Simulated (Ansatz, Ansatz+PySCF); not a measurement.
```xyz
2

Si    0.0000    0.0000    0.0000
P     0.8446    1.1262    2.4382
```

Basis set: STO-3G (spherical functions). Correlated methods keep 10 orbitals frozen. Correlation on ROHF uses semicanonical orbitals with singles. Charge 0, multiplicity 2.

Computed with Ansatz (development build ahead of 0.2.0); the reference of a correlated method needn't be the lowest determinant of its kind.

The atomization energy at this shape (free ground-state atoms in the same class of orbitals less the molecule, no zero-point energy) of doublet SiP:

```tsv
method	atomization energy
ROHF-CCSD(T)	-3.19 eV
```

Task: What does UHF-CCSD(T) give?

Result: 1.06 eV. Caution: large amplitudes, a single reference is doubtful; the reference determinant was not shown to be the lowest. Caution for UHF-CCSD(T): the unrestricted determinant is a mixture of spin states. Caution for ROHF-CCSD(T): an unrestricted determinant lies well below; the determinant may break the point group; the molecule lies well above its atoms at this level.

This basis has no polarisation functions and is too small for such energies, which can lie far from measured ones in either direction.
